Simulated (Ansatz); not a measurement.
Z-matrix (Å, degrees):
```
Si
B 1 2.011
H 1 1.492 2 108.5
H 1 1.488 2 111.5 3 -118.8
H 1 1.487 2 111.6 3 119.1
S 2 1.792 1 122.2 3 -1.6
S 2 1.795 1 123.1 3 178.4
H 6 1.343 2 96.9 1 -0.1
S 7 2.064 2 104.0 1 1.8
H 9 1.345 7 97.2 2 -94.3
```

The species carries charge 0 and has multiplicity 1.

(1) List the PBE/def2-TZVPP orbital energies in eV (Ansatz). (Estimate.)

## Answers

(1) Computed: Occupied: -2396.76, -2396.75, -2396.31, -1779.37, -209.65, -209.64, -209.28, -178.12, -155.85, -155.84, -155.72, -155.66, -155.60, -155.51, -155.42, -155.30, -155.25, -137.16, -93.89, -93.88, -93.87, -20.37, -18.90, -16.80, -13.48, -12.20, -10.70, -10.09, -9.49, -9.22, -8.54, -8.12, -7.75, -7.03, -6.50, -6.29. Lowest empty: -2.47, -2.36, -0.74, -0.50, 0.00, 0.54, 0.83, 1.07.
